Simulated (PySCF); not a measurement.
B(OH)(SeH)2 (BH₃OSe₂), SMILES OB([SeH])[SeH]. Geometry optimised at PBE-D3(BJ)/def2-SVP. One conformer was computed; it need not be the lowest.

Q: Give the equilibrium geometry at PBE-D3(BJ)/def2-SVP (PySCF confirms it by a frequency run) as bond lengths and angles, and its point group. (An estimate is asked for; the answer gives what the named calculation found.)

A: One answer among several that fit: point group Cs.
Atoms: B1 O2 H3 Se4 H5 Se6 H7. Bond lengths (Å): B1–O2 1.363, B1–Se4 1.974, B1–Se6 1.967, O2–H3 0.973, Se4–H5 1.489, Se6–H7 1.484. Angles (°): O2–B1–Se4 125.7, O2–B1–Se6 115.2, Se4–B1–Se6 119.1, B1–O2–H3 114.2, B1–Se4–H5 95.7, B1–Se6–H7 94.6.
